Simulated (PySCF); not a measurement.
Compound: H₁₀O₃Si₄.
Bonds: Si1–O2, O2–Si3, Si3–O4, O4–Si5, Si3–O6, O6–Si7. Hydrogens: H8, H9, H10 on Si1; H11 on Si3; H12, H13, H14 on Si5; H15, H16, H17 on Si7.

Lines to be assigned: O 1s: 537.97 eV; Si 1s: 1847.60 (area 3), 1848.61 (area 1) eV; Si 2p3/2: 107.67 (area 3), 108.31 (area 1) eV.

Computed, not measured: PySCF 2.14.0, delta-SCF UKS SCAN, pcX-2 on the ionised atom, pcseg-1 elsewhere, spin-free X2C. Isolated species at its PBE0-D3(BJ)/def2-SVP geometry (one conformer only).

(1) Order the silicon atoms by Si 1s binding energy.

(2) Assign the Si 2p3/2 lines to atoms.

Answers

(1) 1847.60 eV: Si1/Si5/Si7 (oxygen-bound silicon); 1848.61 eV: Si3 (oxygen-bound silicon). The listed Si 1s values span 1.01 eV, from Si1/Si5/Si7 (bonded to O and 3 H) to Si3 (bonded to 3 O and H).

(2) 107.67 eV: Si1/Si5/Si7 (oxygen-bound silicon); 108.31 eV: Si3 (oxygen-bound silicon). Lowest listed Si 2p3/2: Si1/Si5/Si7, bonded to O and 3 H. Highest, 0.64 eV above it: Si3, bonded to 3 O and H.

Bonded neighbours of each site: Si1/Si5/Si7: O and 3 H; O2/O4/O6: 2 Si; Si3: 3 O and H.

**Question.** Express the binding energy of O 1s of O2 (atom 2)/O4/O6 in atomic units and per mole.

**Answer.** 537.97 eV = 19.7700 Eh = 51906 kJ/mol.

Topologically equivalent atoms share the value of their first member; where this conformer doesn't relate them by symmetry, their own values could differ. For 2p shells one spin-free hole was relaxed; a mean-field spin–orbit operator and the ground-state splitting of the three 2p orbitals were then diagonalised within the shell. The shell's mean is (2 × 2p3/2 + 2p1/2)/3, and the degeneracies 2j + 1 give areas of 2:1. 2p1/2 minus 2p3/2 (ligand field included): Si 0.63 eV.

Conformer computed: `[SiH3:1][O:2][SiH:3]([O:4][SiH3:5])[O:6][SiH3:7]`: Si1–O2–Si3–O4 74°, O2–Si3–O4–Si5 -68°, O2–Si3–O6–Si7 66°.
